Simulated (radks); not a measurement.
Values are calculated unless marked as measured or tabulated.
Q: These are the eigenvalues of the occupied orbitals of an atom or ion with whole-number occupations (hartree). Code: a radial shooting solver on a logarithmic mesh with Libxc functionals. Model: scalar-relativistic Kohn-Sham, r2SCAN, spin-polarised, spherical densities, finite nucleus; meta-GGA in the generalised Kohn-Sham scheme; Fermi nuclear charge, rms radius of each element as measured or else 0.836 A^(1/3) + 0.57 fm.

orbital  eigenvalue
1s down   -2801.416
1s up     -2801.415
2s up     -492.0465
2s down   -492.0309
2p up     -427.5764
2p down   -427.5643
3s up     -116.3656
3s down   -116.3639
3p up     -97.42834
3p down   -97.42540
3d up     -76.53181
3d down   -76.52270
4s up     -25.97139
4s down   -25.95906
4p up     -19.73226
4p down   -19.72165
4d up     -12.02776
4d down   -12.01499
5s up      -4.87517
5s down    -4.78224
4f up      -3.48276
4f down    -3.46205
5p up      -3.26741
5p down    -3.14699
5d up      -1.41617
5d down    -1.27193

Which element is it, and in what charge state? The configuration may be excited. Open shells, if any, are filled with parallel spins first.

A: Z = 77, iridium, charge +3: Ir3+ in [Xe] 4f14 5d6. The list shows which subshells hold electrons but not how many an open one holds; the 1s level, -2801.4 hartree, gives Z - s = 74.9 by -(Z - s)^2/2, which with screening and relativity narrows Z to a few neighbours, and the depths of the outer levels then fix element, charge and occupations together.
